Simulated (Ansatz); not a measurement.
Geometry optimisation of CH₅CdNS (`C[S][Cd][NH2]`).

```yaml
crystal:
  periodic: [false, false, false]
  atoms:
    - {symbol: C, position_ang: [-0.402480, 1.546270, 0.210700]}
    - {symbol: S, position_ang: [1.292650, 1.635110, -0.471370]}
    - {symbol: Cd, position_ang: [1.553540, -0.763530, -0.561290]}
    - {symbol: N, position_ang: [-0.089880, -2.001660, -0.287960]}
    - {symbol: H, position_ang: [-0.966760, 0.758160, -0.292270]}
    - {symbol: H, position_ang: [-0.352240, 1.370350, 1.284920]}
    - {symbol: H, position_ang: [-0.862670, 2.511330, 0.021020]}
    - {symbol: H, position_ang: [-0.235320, -2.104930, 0.719450]}
    - {symbol: H, position_ang: [0.063170, -2.951100, -0.623200]}
basis:
  gaussian: {orbitals: def2-TZVP}
hamiltonian: {xc: pbe0, dispersion: d4}
relax: {f_tol: 0.005, max_steps: 150}
```

```sh
$ ansatz run in.yaml --threads 4 --pin off --events-out ev --progress --plain --max-ram 10444MiB
```

Shortened log:

```
Functional definition: PBE0
mean field -18003.25698637 eV, -661.6074912033 hartree, gradient 2.1e-5 eV, S^2 0.000000; 0 other end points of the search recorded, 0 dependent functions left out
relax step   1: F+E_penalty+E_count = -18003.42494827 eV  Δ(F+E_penalty+E_count) = +0.000e0 eV  max|allowed force component| = 8.764e-1 eV/Å  Δτ_max = 0.0000 Å  (30 SCF iters, accepted)
mean field -18003.44989010 eV, -661.6145802845 hartree, gradient 1.3e-5 eV, S^2 0.000000; 0 other end points of the search recorded, 0 dependent functions left out
relax step   2: F+E_penalty+E_count = -18003.61717012 eV  Δ(F+E_penalty+E_count) = -1.922e-1 eV  max|allowed force component| = 6.271e-1 eV/Å  Δτ_max = 0.1946 Å  (33 SCF iters, accepted)
mean field -18003.60787613 eV, -661.6203861642 hartree, gradient 1.6e-5 eV, S^2 0.000000; 0 other end points of the search recorded, 0 dependent functions left out
relax step   3: F+E_penalty+E_count = -18003.77113818 eV  Δ(F+E_penalty+E_count) = -1.540e-1 eV  max|allowed force component| = 4.903e-1 eV/Å  Δτ_max = 0.1928 Å  (31 SCF iters, accepted)
mean field -18003.73738779 eV, -661.6251456298 hartree, gradient 2.2e-5 eV, S^2 0.000000; 0 other end points of the search recorded, 0 dependent functions left out
relax step   4: F+E_penalty+E_count = -18003.89733076 eV  Δ(F+E_penalty+E_count) = -1.262e-1 eV  max|allowed force component| = 4.015e-1 eV/Å  Δτ_max = 0.1953 Å  (30 SCF iters, accepted)
mean field -18003.83290284 eV, -661.6286557431 hartree, gradient 1.8e-5 eV, S^2 0.000000; 0 other end points of the search recorded, 0 dependent functions left out
relax step   5: F+E_penalty+E_count = -18003.99015667 eV  Δ(F+E_penalty+E_count) = -9.283e-2 eV  max|allowed force component| = 4.257e-1 eV/Å  Δτ_max = 0.1952 Å  (30 SCF iters, accepted)
mean field -18003.90226903 eV, -661.6312049037 hartree, gradient 1.4e-5 eV, S^2 0.000000; 0 other end points of the search recorded, 0 dependent functions left out
relax step   6: F+E_penalty+E_count = -18004.05710301 eV  Δ(F+E_penalty+E_count) = -6.695e-2 eV  max|allowed force component| = 4.699e-1 eV/Å  Δτ_max = 0.1947 Å  (31 SCF iters, accepted)
mean field -18003.95839986 eV, -661.6332676737 hartree, gradient 1.8e-5 eV, S^2 0.000000; 0 other end points of the search recorded, 0 dependent functions left out
relax step   7: F+E_penalty+E_count = -18004.11063565 eV  Δ(F+E_penalty+E_count) = -5.353e-2 eV  max|allowed force component| = 1.714e-1 eV/Å  Δτ_max = 0.2000 Å  (30 SCF iters, accepted)
mean field -18003.98445597 eV, -661.6342252180 hartree, gradient 2.0e-5 eV, S^2 0.000000; 0 other end points of the search recorded, 0 dependent functions left out
relax step   8: F+E_penalty+E_count = -18004.13616089 eV  Δ(F+E_penalty+E_count) = -2.553e-2 eV  max|allowed force component| = 1.182e-1 eV/Å  Δτ_max = 0.2000 Å  (30 SCF iters, accepted)
mean field -18003.99209805 eV, -661.6345060594 hartree, gradient 1.9e-5 eV, S^2 0.000000; 0 other end points of the search recorded, 0 dependent functions left out
relax step   9: F+E_penalty+E_count = -18004.14195287 eV  Δ(F+E_penalty+E_count) = -5.792e-3 eV  max|allowed force component| = 1.415e-1 eV/Å  Δτ_max = 0.2000 Å  (29 SCF iters, accepted)
mean field -18003.96613957 eV, -661.6335521027 hartree, gradient 2.2e-5 eV, S^2 0.000000; 0 other end points of the search recorded, 0 dependent functions left out
relax step  10: F+E_penalty+E_count = -18004.11637401 eV  Δ(F+E_penalty+E_count) = +2.558e-2 eV  max|allowed force component| = 9.927e-1 eV/Å  Δτ_max = 0.1952 Å  (30 SCF iters, rejected (line search))
mean field -18003.99903731 eV, -661.6347610724 hartree, gradient 1.1e-5 eV, S^2 0.000000; 0 other end points of the search recorded, 0 dependent functions left out
relax step  11: F+E_penalty+E_count = -18004.14943799 eV  Δ(F+E_penalty+E_count) = -7.485e-3 eV  max|allowed force component| = 5.352e-2 eV/Å  Δτ_max = 0.0970 Å  (30 SCF iters, accepted)
mean field -18004.00085417 eV, -661.6348278406 hartree, gradient 1.0e-5 eV, S^2 0.000000; 0 other end points of the search recorded, 0 dependent functions left out
relax step  12: F+E_penalty+E_count = -18004.15132398 eV  Δ(F+E_penalty+E_count) = -1.886e-3 eV  max|allowed force component| = 9.348e-2 eV/Å  Δτ_max = 0.0963 Å  (31 SCF iters, accepted)
mean field -18003.99989408 eV, -661.6347925580 hartree, gradient 8.0e-6 eV, S^2 0.000000; 0 other end points of the search recorded, 0 dependent functions left out
relax step  13: F+E_penalty+E_count = -18004.15047505 eV  Δ(F+E_penalty+E_count) = +8.489e-4 eV  max|allowed force component| = 2.670e-1 eV/Å  Δτ_max = 0.0696 Å  (31 SCF iters, rejected (line search))
mean field -18004.00186059 eV, -661.6348648261 hartree, gradient 2.4e-5 eV, S^2 0.000000; 0 other end points of the search recorded, 0 dependent functions left out
relax step  14: F+E_penalty+E_count = -18004.15236219 eV  Δ(F+E_penalty+E_count) = -1.038e-3 eV  max|allowed force component| = 5.543e-3 eV/Å  Δτ_max = 0.0347 Å  (31 SCF iters, accepted)
mean field -18004.00201825 eV, -661.6348706198 hartree, gradient 2.4e-5 eV, S^2 0.000000; 0 other end points of the search recorded, 0 dependent functions left out
relax step  15: F+E_penalty+E_count = -18004.15248420 eV  Δ(F+E_penalty+E_count) = -1.220e-4 eV  max|allowed force component| = 2.069e-2 eV/Å  Δτ_max = 0.0280 Å  (31 SCF iters, accepted)
mean field -18004.00210088 eV, -661.6348736562 hartree, gradient 2.3e-5 eV, S^2 0.000000; 0 other end points of the search recorded, 0 dependent functions left out
relax step  16: F+E_penalty+E_count = -18004.15262245 eV  Δ(F+E_penalty+E_count) = -1.383e-4 eV  max|allowed force component| = 2.824e-2 eV/Å  Δτ_max = 0.0178 Å  (31 SCF iters, accepted)
mean field -18004.00213639 eV, -661.6348749612 hartree, gradient 2.3e-5 eV, S^2 0.000000; 0 other end points of the search recorded, 0 dependent functions left out
relax step  17: F+E_penalty+E_count = -18004.15265940 eV  Δ(F+E_penalty+E_count) = -3.695e-5 eV  max|allowed force component| = 6.958e-3 eV/Å  Δτ_max = 0.0049 Å  (33 SCF iters, accepted)
mean field -18004.00213725 eV, -661.6348749930 hartree, gradient 2.3e-5 eV, S^2 0.000000; 0 other end points of the search recorded, 0 dependent functions left out
relax step  18: F+E_penalty+E_count = -18004.15266262 eV  Δ(F+E_penalty+E_count) = -3.225e-6 eV  max|allowed force component| = 6.464e-3 eV/Å  Δτ_max = 0.0035 Å  (33 SCF iters, accepted)
mean field -18004.00214793 eV, -661.6348753855 hartree, gradient 2.3e-5 eV, S^2 0.000000; 0 other end points of the search recorded, 0 dependent functions left out
relax step  19: F+E_penalty+E_count = -18004.15266609 eV  Δ(F+E_penalty+E_count) = -3.469e-6 eV  max|allowed force component| = 2.190e-3 eV/Å  Δτ_max = 0.0016 Å  (33 SCF iters, accepted)
mean field -18004.00214793 eV, -661.6348753855 hartree, gradient 2.3e-5 eV, S^2 0.000000; 1 other end points of the search recorded, 0 dependent functions left out
Total energy: -18004.15269889 eV, -661.6404080310 hartree
Atom 0 at    -0.451534     2.137849     0.157015 Å, force    -0.000348     0.000547     0.000995 eV/Å
Atom 1 at     1.120057     1.360250    -0.339422 Å, force    -0.000466    -0.002190    -0.000356 eV/Å
Atom 2 at     0.645514    -0.914145    -0.208447 Å, force     0.000715     0.001867     0.000376 eV/Å
Atom 3 at     0.112160    -2.849764    -0.056765 Å, force    -0.000155     0.000123    -0.000178 eV/Å
Atom 4 at    -1.263860     1.885537    -0.523313 Å, force     0.000058    -0.000015    -0.000355 eV/Å
Atom 5 at    -0.730813     1.876700     1.176933 Å, force    -0.000101     0.000063    -0.000341 eV/Å
Atom 6 at    -0.287937     3.215032     0.111282 Å, force     0.000198    -0.000236    -0.000002 eV/Å
Atom 7 at     0.669227    -3.361430     0.617352 Å, force     0.000193     0.000203    -0.000012 eV/Å
Atom 8 at     0.187195    -3.350029    -0.934635 Å, force    -0.000093    -0.000361    -0.000126 eV/Å
Dipole moment:    -0.069909    -0.144967     0.021024 e Å
```

Hardware: 4 threads of an Arm Neoverse V1 on a shared host. Wall time 53 s, peak host memory 0.41 GiB.
